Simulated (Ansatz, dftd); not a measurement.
Reaction: HSiO (SMILES O=[SiH], doublet) → HSiO- (SMILES O=[SiH-]) (an electron is taken up)
Each species at its own B3LYP-D3(BJ)/def2-TZVP minimum (Ansatz, a first-principles code).

Quantity: adiabatic electron affinity (electronic), positive where energy is released, in eV. UHF or UKS for unpaired electrons; spin-orbit terms are left out. Correlated methods leave the cores frozen. Rows without X2C or -DK are non-relativistic. CBS(X,Y): correlation extrapolated as X^-3, Hartree-Fock from the larger set. A bracket is a step between two methods taken in the basis named. The functionals are non-relativistic, so their misses hold any scalar relativity. Double hybrids freeze cores in their MP2 part. 'core' is core correlation in cc-pwCVTZ (1s frozen past Ne), 'X2C' scalar relativity in cc-pVTZ-DK, both at CCSD(T). def2-TZVPD holds few diffuse functions, which lowers the functionals' binding of the extra electron. The restricted determinant of HOSi- (O=[SiH-], singlet) is unstable towards broken spin symmetry in at least one set run.

```csv
level,program,adiabatic electron affinity (eV),difference against the last row
HF/aug-cc-pV(D+d)Z,Ansatz,1.11,-0.90
HF/aug-cc-pV(T+d)Z,Ansatz,1.08,-0.93
PBE0-D4/def2-TZVPD,Ansatz + dftd4,1.86,-0.15
PBE0/def2-TZVPD,Ansatz,1.84,-0.17
wB97X-V/def2-TZVPD,Ansatz,1.94,-0.07
B2GP-PLYP-D4/def2-TZVPD,Ansatz + dftd4,1.85,-0.16
MP2/aug-cc-pV(D+d)Z,Ansatz,1.78,-0.23
CCSDT(Q)/aug-cc-pV(D+d)Z,Ansatz,1.87,-0.14
CCSDT(Q)/aug-cc-pV(T+d)Z,Ansatz,1.96,-0.05
"CCSD(T)/CBS(aug-cc-pV(T+d)Z,aug-cc-pV(Q+d)Z) + [CCSDT(Q) - CCSD(T)]/aug-cc-pV(T+d)Z + core + X2C",Ansatz,2.01,0.00
```
